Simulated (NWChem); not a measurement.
System: BeH₂SO; SMILES [Be]([SH])[OH]

NWChem printed, in part:

```
             Northwest Computational Chemistry Package (NWChem) 7.3.0
             --------------------------------------------------------

 C1  symmetry detected

                             Geometry "geometry" -> ""
                             -------------------------

 Output coordinates in angstroms (scale by  1.889725989 to convert to a.u.)

  No.       Tag          Charge          X              Y              Z
 ---- ---------------- ---------- -------------- -------------- --------------
    1 Be                   4.0000     0.02474014    -0.63583646    -0.02390636
    2 O                    8.0000     0.02087492    -2.05689713    -0.05316587
    3 H                    1.0000     0.00550371    -2.76092566     0.60694028
    4 S                   16.0000     0.06421418     1.27596208    -0.00462857
    5 H                    1.0000    -1.29889049     1.34405523    -0.01193077

 Effective nuclear repulsion energy (a.u.)      65.7320167463

                                 NWChem DFT Module
                                 -----------------

 Summary of "ao basis" -> "ao basis" (spherical)
 ------------------------------------------------------------------------------
       Tag                 Description            Shells   Functions and Types
 ---------------- ------------------------------  ------  ---------------------
 Be                         def2-svp                 5        9   3s2p
 O                          def2-svp                 6       14   3s2p1d
 H                          def2-svp                 3        5   2s1p
 S                          def2-svp                 8       18   4s3p1d

            General Information
            -------------------
          SCF calculation type: DFT
          Wavefunction type:  closed shell.
          No. of atoms     :     5
          No. of electrons :    30
           Alpha electrons :    15
            Beta electrons :    15
          Charge           :     0
          Spin multiplicity:     1
          Use of symmetry is: off; symmetry adaption is: off
          Maximum number of iterations: 150
          AO basis - number of functions:    51
                     number of shells:    25
          Convergence on energy requested:  1.00D-06
          Convergence on density requested:  1.00D-05
          Convergence on gradient requested:  5.00D-04

              XC Information
              --------------
                         MN15 Method XC Functional
                     Hartree-Fock (Exact) Exchange  0.440
                          MN15 Exchange Functional  1.000
                        MN15 Correlation Potential  1.000

             Grid Information
             ----------------
          Grid used for XC integration:  xfine
          Radial quadrature: Mura-Knowles
          Angular quadrature: Lebedev.
          Tag              B.-S. Rad. Rad. Pts. Rad. Cut. Ang. Pts.
          ---              ---------- --------- --------- ---------
          Be                  1.05      100           9.0      1454
          O                   0.60      100          10.0      1454
          H                   0.35      100          12.0      1202
          S                   1.00      125          11.0      1454
          Grid pruning is: on
          Number of quadrature shells:   525
          Spatial weights used:  Erf1

      Superposition of Atomic Density Guess
      -------------------------------------

 Sum of atomic energies:        -487.59075721

      Non-variational initial energy
      ------------------------------

 Total energy =    -488.253559
 1-e energy   =    -802.281553
 2-e energy   =     248.295978
 HOMO         =      -0.334439
 LUMO         =      -0.017108

     ---------------------------------------------
      Total Density - Mulliken Population Analysis
     ---------------------------------------------

    Atom       Charge   Shell Charges
 -----------   ------   -------------------------------------------------------
    1 Be   4     3.23   1.99  0.47  0.07  0.59  0.10
    2 O    8     8.94   1.99  1.10  0.63  3.19  2.02  0.00
    3 H    1     0.62   0.50  0.06  0.06
    4 S   16    16.44   2.00  1.99  1.20  0.61  5.94  1.82  2.85  0.02
    5 H    1     0.77   0.56  0.18  0.03

   convergence    iter        energy       DeltaE   RMS-Dens  Diis-err
 ---------------- ----- ----------------- --------- --------- ---------
 d= 0,ls=0.0,diis     1   -488.9516804625 -5.55D+02  2.01D-02  8.94D-01
 d= 0,ls=0.0,diis     2   -488.9236383503  2.80D-02  1.08D-02  1.19D+00
 d= 0,ls=0.0,diis     3   -489.0335470197 -1.10D-01  2.15D-03  5.21D-02
 d= 0,ls=0.0,diis     4   -489.0385515682 -5.00D-03  5.87D-04  9.84D-04
 d= 0,ls=0.0,diis     5   -489.0387146008 -1.63D-04  1.71D-04  5.44D-05
  Resetting Diis
 d= 0,ls=0.0,diis     6   -489.0387240951 -9.49D-06  5.26D-05  4.54D-06
 d= 0,ls=0.0,diis     7   -489.0387250263 -9.31D-07  1.99D-05  3.49D-07
 d= 0,ls=0.0,diis     8   -489.0387250697 -4.33D-08  7.47D-06  2.27D-07

         Total DFT energy =     -489.038725069656
      One electron energy =     -805.461462566025
           Coulomb energy =      288.411067094779
    Exchange-Corr. energy =      -37.720346344743
 Nuclear repulsion energy =       65.732016746333

 Numeric. integr. density =       30.000000215207

                       DFT Final Molecular Orbital Analysis
                       ------------------------------------

 Vector   13  Occ=2.000000D+00  E=-3.785809D-01
              MO Center= -2.8D-02, -1.8D+00, -3.9D-02, r^2= 1.4D+00
   Bfn.  Coefficient  Atom+Function         Bfn.  Coefficient  Atom+Function
  ----- ------------  ---------------      ----- ------------  ---------------
    13      0.586601  2 O  px                16      0.429886  2 O  px
     4     -0.154969  1 Be px                37      0.091220  4 S  py
    40      0.090431  4 S  py                 7      0.079859  1 Be px
     5      0.071908  1 Be py                48      0.062344  5 H  s
    47      0.060073  5 H  s                 39     -0.057397  4 S  px

 Vector   14  Occ=2.000000D+00  E=-3.512884D-01
              MO Center=  8.7D-02,  1.1D+00, -9.4D-03, r^2= 1.9D+00
   Bfn.  Coefficient  Atom+Function         Bfn.  Coefficient  Atom+Function
  ----- ------------  ---------------      ----- ------------  ---------------
    40      0.422809  4 S  py                37      0.393054  4 S  py
    32      0.257985  4 S  s                  5      0.248357  1 Be py
    34      0.220974  4 S  py                 2     -0.198393  1 Be s
    31      0.188974  4 S  s                 39      0.155197  4 S  px
    30     -0.140738  4 S  s                 36      0.138108  4 S  px

 Vector   15  Occ=2.000000D+00  E=-2.919797D-01
              MO Center=  4.0D-02,  1.1D+00, -1.6D-02, r^2= 1.8D+00
   Bfn.  Coefficient  Atom+Function         Bfn.  Coefficient  Atom+Function
  ----- ------------  ---------------      ----- ------------  ---------------
    41      0.606257  4 S  pz                38      0.449640  4 S  pz
    35      0.252607  4 S  pz                 6     -0.112632  1 Be pz
    15     -0.095979  2 O  pz                18     -0.095511  2 O  pz
     9      0.073865  1 Be pz                14     -0.042568  2 O  py
    25     -0.040198  3 H  s                 12      0.035992  2 O  s

 Vector   16  Occ=0.000000D+00  E= 2.640858D-02
              MO Center= -1.4D-01, -3.8D-01,  1.4D-01, r^2= 5.9D+00
   Bfn.  Coefficient  Atom+Function         Bfn.  Coefficient  Atom+Function
  ----- ------------  ---------------      ----- ------------  ---------------
     3      1.140736  1 Be s                 32     -0.683476  4 S  s
    12     -0.389091  2 O  s                 48      0.325156  5 H  s
    40      0.279663  4 S  py                39      0.250534  4 S  px
    31     -0.228899  4 S  s                  8      0.190847  1 Be py
    30      0.167276  4 S  s                 25      0.161429  3 H  s

 Vector   17  Occ=0.000000D+00  E= 4.540571D-02
              MO Center= -3.2D-01, -3.7D-01, -8.7D-03, r^2= 3.8D+00
   Bfn.  Coefficient  Atom+Function         Bfn.  Coefficient  Atom+Function
  ----- ------------  ---------------      ----- ------------  ---------------
     7      0.587269  1 Be px                48      0.548204  5 H  s
     4     -0.513019  1 Be px                16     -0.277473  2 O  px
    32     -0.274448  4 S  s                 47      0.264506  5 H  s
    13     -0.232559  2 O  px                 3     -0.208493  1 Be s
    39      0.197935  4 S  px                40     -0.177581  4 S  py

 Vector   18  Occ=0.000000D+00  E= 6.033967D-02
              MO Center=  2.4D-02, -5.4D-01, -2.6D-02, r^2= 3.8D+00
   Bfn.  Coefficient  Atom+Function         Bfn.  Coefficient  Atom+Function
  ----- ------------  ---------------      ----- ------------  ---------------
     9      0.655071  1 Be pz                 6     -0.558955  1 Be pz
    41     -0.374720  4 S  pz                25     -0.277352  3 H  s
    38     -0.186690  4 S  pz                 8     -0.176174  1 Be py
    12      0.171855  2 O  s                 15     -0.171866  2 O  pz
    18     -0.168135  2 O  pz                24     -0.139677  3 H  s

     ---------------------------------------------
      Total Density - Mulliken Population Analysis
     ---------------------------------------------

[...]

                         DFT ENERGY GRADIENTS

    atom               coordinates                        gradient
                 x          y          z           x          y          z
   1 Be      0.046752  -1.201557  -0.045176   -0.000977  -0.002395   0.001431
   2 O       0.039448  -3.886972  -0.100469    0.000396   0.001328  -0.006798
   3 H       0.010401  -5.217393   1.146951   -0.000123  -0.003636   0.005489
   4 S       0.121347   2.411219  -0.008747    0.011093   0.004766  -0.000060
   5 H      -2.454547   2.539896  -0.022546   -0.010390  -0.000062  -0.000062
```

Level: MN15/def2-SVP. The geometry was optimised at PBE-D3(BJ)/def2-SVP.

Question: Reconstruct the input file.

Answer: This is not unique; one that fits is the input that was run:
```
start job
memory heap 200 mb stack 900 mb global 1100 mb
geometry units angstroms noautoz
  Be     0.018614    -0.669370    -0.061784
  O      0.000666    -2.085586    -0.181344
  H     -0.071058    -2.829122     0.429919
  S      0.078411     1.236616     0.081552
  H     -1.279630     1.326860    -0.020060
end
basis spherical
  * library def2-svp
end
dft
  xc mn15
  grid xfine
  iterations 150
  mulliken
end
task dft gradient
```
